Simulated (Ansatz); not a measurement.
```xyz
14

C     0.0000   -0.3883   -1.7561
C     0.0000    0.3818   -0.5880
C     0.0000   -0.3818    0.5880
C     0.0000    0.3883    1.7561
H     0.0000    0.1908   -2.5870
H     0.8165   -0.9879   -1.8020
H    -0.8165   -0.9879   -1.8020
H    -0.8094    0.9968   -0.5846
H     0.8094    0.9968   -0.5846
H     0.8094   -0.9968    0.5846
H    -0.8094   -0.9968    0.5846
H     0.0000   -0.1908    2.5870
H     0.8165    0.9879    1.8020
H    -0.8165    0.9879    1.8020
```

Basis set: 6-31G* (spherical functions). Frozen core: 4 orbitals. Charge 0, multiplicity 1.

Computed with Ansatz (development build ahead of 0.2.0); each method stands on the lowest determinant of its kind that the runs found. Restricted open shells among the atoms or ions are ROHF, correlated in semicanonical orbitals with singles.

Question: Give the atomization energy at this shape (free ground-state atoms in the same class of orbitals less the molecule, no zero-point energy) of singlet C4H10 by RHF-MP2, RHF.

Answer:

```
 method  atomization energy
RHF-MP2            49.77 eV
    RHF            41.61 eV
```

Caution: no unrestricted run beside it, a lower state can exist; the shape is not the minimum.
